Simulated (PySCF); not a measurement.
Continuum solvent and chemical shifts

Geometry:
```
atom   x (Å)   y (Å)   z (Å)
  C1   3.933   0.828  -0.411
  C2   2.435   0.762  -0.119
 Si3   1.830  -0.976   0.204
  F4   2.706  -1.514   1.483
  N5   0.138  -1.047   0.495
  C6  -0.643  -2.220   0.174
  C7  -0.549  -0.040   1.276
  C8  -1.661   0.668   0.538
  C9  -3.072   0.157   0.598
 C10  -2.700   1.419   1.316
 H11   4.264   1.857  -0.619
 H12   4.203   0.214  -1.286
 H13   4.520   0.453   0.442
 H14   2.193   1.389   0.756
 H15   1.849   1.175  -0.959
 H16   2.131  -1.920  -0.907
 H17  -1.509  -1.975  -0.465
 H18  -1.030  -2.718   1.084
 H19  -0.027  -2.951  -0.369
 H20  -0.968  -0.489   2.201
 H21   0.185   0.710   1.615
 H22  -1.342   1.112  -0.412
 H23  -3.692   0.228  -0.300
 H24  -3.261  -0.734   1.204
 H25  -3.057   2.372   0.919
 H26  -2.638   1.386   2.408
```

GIAO PBE0/pcSseg-1 in PySCF on one PBE0-D3(BJ)/def2-SVP conformer, non-relativistic, equivalent nuclei averaged. Solvents enter as an IEF-PCM continuum (tetrahydrofuran with ε = 7.4, water with ε = 78.4) around the gas-phase geometry. Shifts are referred to TMS, CFCl3 computed in the same medium.

Gas phase, δ in ppm: C7 56.1, C6 38.1, C8 12.0, C9 9.0, C1 8.1, C2 7.9, C10 0.3, Si3 3.6, F4 -159.4, H16 4.58, H21 3.52, H17/H18/H19 2.73, H20 1.45, H11/H12/H13 1.09. Dipole moment 2.20 D.

**Question.** How does each δ change in the continuum?

**Answer.** 
```tsv
atoms	environment	Δδ, tetrahydrofuran	Δδ, water
C7	sp3 CH2 bonded to N	+0.1	+0.1
C6	methyl carbon bonded to N	+0.4	+0.6
C8	three-membered-ring carbon	+0.5	+0.6
C9	three-membered-ring carbon	+0.1	+0.1
C1	methyl carbon	+0.4	+0.5
C2	sp3 CH2 bonded to Si	+0.3	+0.4
C10	three-membered-ring carbon	+0.1	+0.1
Si3	silicon bonded to C, F, N, H	+1.5	+1.8
F4	fluorine bonded to Si	-2.6	-3.1
H16	hydrogen on a silicon bonded to C, F, N	-0.02	-0.03
H21	hydrogen on an sp3 CH2 bonded to N	+0.06	+0.09
H17/H18/H19	hydrogen on a methyl carbon bonded to N	+0.04	+0.05
H20	hydrogen on an sp3 CH2 bonded to N	+0.08	+0.10
H11/H12/H13	hydrogen on a methyl carbon	-0.02	-0.03
```

Changes are relative to the gas phase. The dipole moment becomes 2.57 D in tetrahydrofuran, 2.65 D in water.

**Question.** Which nuclei move most (in ppm), and what does the model miss?

**Answer.** F4 (fluorine bonded to Si, -3.1 ppm) in water. A continuum only polarises the solute; specific hydrogen bonds, the anisotropy of aromatic solvents and changes of geometry or conformer are outside it.
